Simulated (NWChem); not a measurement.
System: DMF (C3H7NO); SMILES CN(C)C=O

```xyz
12

C      0.7765    -1.5710     0.0000
N      0.0231    -0.3487     0.0000
C     -1.4143    -0.4312     0.0000
C      0.6313     0.8689     0.0000
O      0.0683     1.9391     0.0000
H      1.8522    -1.3431     0.0000
H      0.5549    -2.1830     0.8922
H      0.5549    -2.1830    -0.8922
H     -1.8113     0.5920     0.0000
H     -1.7822    -0.9636    -0.8940
H     -1.7822    -0.9636     0.8940
H      1.7448     0.7720     0.0000
```
Atoms are numbered in this order, from 1.

All runs: NWChem. Pople sets run with spherical d functions. All runs use the structure optimised with PBE0/def2-SVP. Vertical excitations in the gas phase.

### Question
Estimate the computed values for PBE/6-31+G*, TDA. Quantities: lowest excitation, singlet (eV); orbital gap (eV).

### Answer
```
Item                             Result
-------------------------------  ------
lowest excitation, singlet (eV)    5.49
orbital gap (eV)                   5.35
```
